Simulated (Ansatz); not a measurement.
Born–Oppenheimer molecular dynamics of C2H5NSi (9 atoms, charge 0, multiplicity 1). It starts at the highest image of a converged band. Of that band: Neighbouring images differ by up to 1.7 eV, so the band resolves the path poorly. A vibrational analysis at the climbing image gives one clearly imaginary mode, 1473i cm⁻¹: a first-order saddle point.

The calculation used Ansatz 0.2.0, UKS B3LYP-D4/def2-mTZVP.

* ensemble: NVE (velocity Verlet)
* time step: 0.5 fs
* steps asked: 200
* starting velocities drawn for: 300 K
* seed: 7816

First frame:

```xyz
9
Properties=species:S:1:pos:R:3
Si -0.527 1.192 0.174
C 0.325 -0.362 -0.435
C 1.041 -1.233 0.572
N -0.149 -1.666 0.135
H -1.882 1.316 -0.415
H -0.633 1.139 1.650
H 0.286 2.360 -0.243
H 0.647 -0.379 -1.474
H 0.893 -2.368 0.037
```

Q: What does the run give?

A: All steps were run.

```json
{"steps done": "200", "time covered": "100 fs", "mean temperature over the second half": "1592 K", "spread of the potential energy over the second half": "47.1 meV per atom", "mean potential energy of the second half above the start": "-129.9 meV per atom"}
```

The conserved energy stayed within 0.42 meV per atom of its start (net change -0.08 meV per atom), so the integration is sound. The system heated up, since it started high on the potential surface and ran downhill. A run of 0.1 ps of so small a system gives no equilibrium averages. The orbitals stay closed-shell, which can raise the energy where a bond breaks towards radicals; this wasn't checked here.

Q: What happens to the structure?

A: The step under study would form N4–H9 and break C3–H9. These pairs go: N4–H9 1.26 → 1.84 Å, C3–H9 1.26 → 1.03 Å. In the last frame they stand as before the step (other bonds may differ from the relaxed reactants and products). It ends as one piece, C2H5NSi. Pairs count as bonded within 1.25 times the sum of covalent radii (0.12 Å more for H–H). Another seed would give other details.

Q: How do temperature and energy run in time?

A: 
```json
{"time (fs)": "0.0", "T (K)": "300", "potential energy less start (eV)": "0.000", "conserved less start (meV/atom)": "0.00"}
{"time (fs)": "8.0", "T (K)": "255", "potential energy less start (eV)": "0.041", "conserved less start (meV/atom)": "0.09"}
{"time (fs)": "16.0", "T (K)": "2288", "potential energy less start (eV)": "-1.802", "conserved less start (meV/atom)": "-0.31"}
{"time (fs)": "24.0", "T (K)": "2268", "potential energy less start (eV)": "-1.783", "conserved less start (meV/atom)": "-0.17"}
{"time (fs)": "32.0", "T (K)": "787", "potential energy less start (eV)": "-0.440", "conserved less start (meV/atom)": "0.06"}
{"time (fs)": "40.0", "T (K)": "2513", "potential energy less start (eV)": "-2.004", "conserved less start (meV/atom)": "-0.16"}
{"time (fs)": "48.0", "T (K)": "1487", "potential energy less start (eV)": "-1.074", "conserved less start (meV/atom)": "0.04"}
{"time (fs)": "56.0", "T (K)": "1226", "potential energy less start (eV)": "-0.841", "conserved less start (meV/atom)": "-0.29"}
{"time (fs)": "64.0", "T (K)": "2507", "potential energy less start (eV)": "-1.999", "conserved less start (meV/atom)": "-0.22"}
{"time (fs)": "72.0", "T (K)": "1235", "potential energy less start (eV)": "-0.846", "conserved less start (meV/atom)": "-0.03"}
{"time (fs)": "80.0", "T (K)": "1541", "potential energy less start (eV)": "-1.124", "conserved less start (meV/atom)": "-0.09"}
{"time (fs)": "88.0", "T (K)": "2243", "potential energy less start (eV)": "-1.760", "conserved less start (meV/atom)": "-0.14"}
{"time (fs)": "96.0", "T (K)": "1239", "potential energy less start (eV)": "-0.851", "conserved less start (meV/atom)": "-0.15"}
```

Time of the run: 12 min on 2 threads of Arm Neoverse V1 (shared host), peak memory 0.25 GiB.
